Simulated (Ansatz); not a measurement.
Z-matrix (Å, degrees):
```
Ti
O 1 1.962
O 1 1.783 2 127.2
Cl 1 2.207 2 116.0 3 -160.3
C 1 2.999 2 17.5 3 -82.4
F 1 1.753 2 87.7 3 97.7
O 1 2.074 2 80.3 3 -75.6
H 1 2.429 2 123.3 3 -23.7
C 5 1.531 1 140.4 2 -4.9
C 5 1.369 1 99.3 2 177.0
C 7 1.255 1 135.2 2 -8.6
F 9 1.334 5 112.0 1 -176.3
F 9 1.329 5 110.2 1 -56.0
F 9 1.331 5 110.0 1 63.5
H 10 1.078 5 120.0 1 177.5
C 11 1.491 7 117.3 1 -173.3
H 16 1.088 11 112.4 7 -177.6
H 16 1.093 11 108.6 7 61.0
H 16 1.092 11 109.3 7 -55.4
```

Charge 0, multiplicity 1.

List the r2SCAN/def2-TZVPP orbital energies in eV (Ansatz). (An estimate is asked.)

The calculation gave: Occupied: -4857.86, -2752.98, -667.84, -667.72, -667.71, -665.68, -539.89, -517.28, -517.05, -516.32, -450.00, -449.98, -449.97, -280.38, -276.74, -276.70, -274.09, -274.06, -254.38, -192.86, -192.81, -192.80, -64.90, -41.09, -40.96, -40.83, -35.39, -32.98, -32.92, -29.66, -29.00, -28.52, -25.95, -21.81, -20.58, -20.50, -19.30, -17.18, -15.92, -15.74, -15.31, -14.72, -13.94, -13.06, -12.84, -12.59, -12.30, -12.17, -11.74, -11.71, -11.32, -11.10, -10.92, -10.90, -10.66, -10.59, -10.51, -10.19, -10.12, -9.39, -8.95, -8.93, -8.81, -8.23, -8.01, -7.69, -7.38. Lowest empty: -3.72, -3.49, -3.28, -2.60, -2.34, -0.83, 0.02, 0.14.
